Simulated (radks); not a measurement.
Values are calculated unless marked as measured or tabulated.
Ho4+, 63 electrons, occupied as [Xe] 4f9.

Code: a radial shooting solver on a logarithmic mesh with Libxc functionals. Model: scalar-relativistic Kohn-Sham, PBEsol, spin-polarised, spherical densities, point nucleus; open shells are filled with parallel spins first (spin-orbit coupling, left out, can overturn this in heavy ions).

Energy parts (eV):
part                      energy
total                 -343112.76
kinetic                371104.78
electron-nucleus      -837657.66
Hartree                130636.23
exchange-correlation    -7196.11

Orbitals (lengths in bohr, moments of r in powers of bohr; <r^-3> diverges for s and p1/2; r(90%) holds 90 % of the orbital's charge):
[
 {"orbital": "1s up", "occ.": "1", "eigenvalue (eV)": "-55532.10", "r(90%)": "0.0376", "<1/r>": "76.05", "<r>": "0.02074", "<r^-3>": "-"},
 {"orbital": "1s down", "occ.": "1", "eigenvalue (eV)": "-55532.10", "r(90%)": "0.0376", "<1/r>": "76.05", "<r>": "0.02074", "<r^-3>": "-"},
 {"orbital": "2s up", "occ.": "1", "eigenvalue (eV)": "-9334.523", "r(90%)": "0.136", "<1/r>": "17.68", "<r>": "0.08812", "<r^-3>": "-"},
 {"orbital": "2s down", "occ.": "1", "eigenvalue (eV)": "-9334.451", "r(90%)": "0.136", "<1/r>": "17.68", "<r>": "0.08811", "<r^-3>": "-"},
 {"orbital": "2p up", "occ.": "3", "eigenvalue (eV)": "-8276.145", "r(90%)": "0.127", "<1/r>": "16.38", "<r>": "0.07808", "<r^-3>": "13540"},
 {"orbital": "2p down", "occ.": "3", "eigenvalue (eV)": "-8276.093", "r(90%)": "0.127", "<1/r>": "16.38", "<r>": "0.07808", "<r^-3>": "13540"},
 {"orbital": "3s up", "occ.": "1", "eigenvalue (eV)": "-2129.508", "r(90%)": "0.337", "<1/r>": "6.511", "<r>": "0.2300", "<r^-3>": "-"},
 {"orbital": "3s down", "occ.": "1", "eigenvalue (eV)": "-2127.195", "r(90%)": "0.337", "<1/r>": "6.516", "<r>": "0.2299", "<r^-3>": "-"},
 {"orbital": "3p up", "occ.": "3", "eigenvalue (eV)": "-1806.168", "r(90%)": "0.343", "<1/r>": "6.093", "<r>": "0.2291", "<r^-3>": "2895"},
 {"orbital": "3p down", "occ.": "3", "eigenvalue (eV)": "-1803.862", "r(90%)": "0.342", "<1/r>": "6.098", "<r>": "0.2289", "<r^-3>": "2901"},
 {"orbital": "3d up", "occ.": "5", "eigenvalue (eV)": "-1395.550", "r(90%)": "0.324", "<1/r>": "5.777", "<r>": "0.2080", "<r^-3>": "385.9"},
 {"orbital": "3d down", "occ.": "5", "eigenvalue (eV)": "-1393.778", "r(90%)": "0.323", "<1/r>": "5.782", "<r>": "0.2078", "<r^-3>": "386.7"},
 {"orbital": "4s up", "occ.": "1", "eigenvalue (eV)": "-466.5161", "r(90%)": "0.743", "<1/r>": "2.757", "<r>": "0.5177", "<r^-3>": "-"},
 {"orbital": "4s down", "occ.": "1", "eigenvalue (eV)": "-461.7005", "r(90%)": "0.744", "<1/r>": "2.756", "<r>": "0.5179", "<r^-3>": "-"},
 {"orbital": "4p up", "occ.": "3", "eigenvalue (eV)": "-359.7684", "r(90%)": "0.797", "<1/r>": "2.528", "<r>": "0.5482", "<r^-3>": "658.2"},
 {"orbital": "4p down", "occ.": "3", "eigenvalue (eV)": "-355.0320", "r(90%)": "0.798", "<1/r>": "2.526", "<r>": "0.5486", "<r^-3>": "656.7"},
 {"orbital": "4d up", "occ.": "5", "eigenvalue (eV)": "-215.5794", "r(90%)": "0.888", "<1/r>": "2.239", "<r>": "0.5916", "<r^-3>": "74.10"},
 {"orbital": "4d down", "occ.": "5", "eigenvalue (eV)": "-210.9394", "r(90%)": "0.890", "<1/r>": "2.235", "<r>": "0.5927", "<r^-3>": "73.78"},
 {"orbital": "4f up", "occ.": "7", "eigenvalue (eV)": "-57.4738", "r(90%)": "1.23", "<1/r>": "1.729", "<r>": "0.7376", "<r^-3>": "11.20"},
 {"orbital": "4f down", "occ.": "2", "eigenvalue (eV)": "-53.2319", "r(90%)": "1.27", "<1/r>": "1.705", "<r>": "0.7547", "<r^-3>": "10.93"},
 {"orbital": "5s up", "occ.": "1", "eigenvalue (eV)": "-98.2630", "r(90%)": "1.74", "<1/r>": "1.092", "<r>": "1.218", "<r^-3>": "-"},
 {"orbital": "5s down", "occ.": "1", "eigenvalue (eV)": "-96.1058", "r(90%)": "1.76", "<1/r>": "1.078", "<r>": "1.231", "<r^-3>": "-"},
 {"orbital": "5p up", "occ.": "3", "eigenvalue (eV)": "-71.1763", "r(90%)": "2.02", "<1/r>": "0.9386", "<r>": "1.394", "<r^-3>": "100.2"},
 {"orbital": "5p down", "occ.": "3", "eigenvalue (eV)": "-69.5915", "r(90%)": "2.04", "<1/r>": "0.9240", "<r>": "1.412", "<r^-3>": "96.09"},
 {"orbital": "5d up", "occ.": "0", "eigenvalue (eV)": "-38.3024", "r(90%)": "2.77", "<1/r>": "0.6841", "<r>": "1.869", "<r^-3>": "7.014"},
 {"orbital": "5d down", "occ.": "0", "eigenvalue (eV)": "-37.5434", "r(90%)": "2.82", "<1/r>": "0.6704", "<r>": "1.901", "<r^-3>": "6.620"},
 {"orbital": "6s up", "occ.": "0", "eigenvalue (eV)": "-33.1199", "r(90%)": "3.85", "<1/r>": "0.4722", "<r>": "2.733", "<r^-3>": "-"},
 {"orbital": "6s down", "occ.": "0", "eigenvalue (eV)": "-32.7648", "r(90%)": "3.88", "<1/r>": "0.4682", "<r>": "2.757", "<r^-3>": "-"}
]

The highest occupied level is 4f down at -53.232 eV. The density falls to 0.001 e/bohr^3 at r = 3.00 bohr.
